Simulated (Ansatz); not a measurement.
Mg2Te3, relaxed as a singlet with RKS r2SCAN-D4/def2-SVP in Ansatz, starting from the GFN1-xTB geometry. Force threshold 0.02 eV/Å.

In the def2 sets Te takes a core potential; there is no spin–orbit coupling. The structure comes from a short search, and lower isomers may exist.

Start:

Cartesian coordinates in Å:
```
Mg -1.4271 -1.5222 -1.0248
Mg 1.7031 -0.2610 0.6479
Te 1.0929 0.6766 -1.6852
Te -0.8947 1.4444 0.0200
Te -0.4742 -0.3378 2.0421
```

```json
{"step": "1", "energy (eV)": "-32774.4362", "largest force component (eV/Å)": "0.978", "SCF passes": "19"}
{"step": "2", "energy (eV)": "-32774.5081", "largest force component (eV/Å)": "0.583", "SCF passes": "35"}
{"step": "3", "energy (eV)": "-32774.6555", "largest force component (eV/Å)": "0.303", "SCF passes": "29"}
{"step": "4", "energy (eV)": "-32774.8076", "largest force component (eV/Å)": "0.534", "SCF passes": "30"}
{"step": "5", "energy (eV)": "-32774.9171", "largest force component (eV/Å)": "0.220", "SCF passes": "29"}
{"step": "6", "energy (eV)": "-32774.9633", "largest force component (eV/Å)": "0.032", "SCF passes": "30"}
{"step": "7 (rejected)", "energy (eV)": "-32774.9628", "largest force component (eV/Å)": "0.051", "SCF passes": "23"}
{"step": "8", "energy (eV)": "-32774.9636", "largest force component (eV/Å)": "0.017", "SCF passes": "22"}
```

Force components are those of the run's own axes.

End:

```csv
atom,x (Å),y (Å),z (Å)
Mg1,-1.462,-1.267,-0.963
Mg2,1.948,0.267,0.894
Te3,0.882,0.236,-1.812
Te4,-0.735,1.510,0.103
Te5,-0.632,-0.746,1.777
```

By distances, no bond broke or formed. The bond that changes most is Mg1–Te5, from 3.42 to 2.91 Å (atoms count from 1). The end is the same structure that another start reached.

No frequencies were taken in this run, so the end may be a saddle point.

Run time 19 s (4 threads of Arm Neoverse V2 on a shared host).
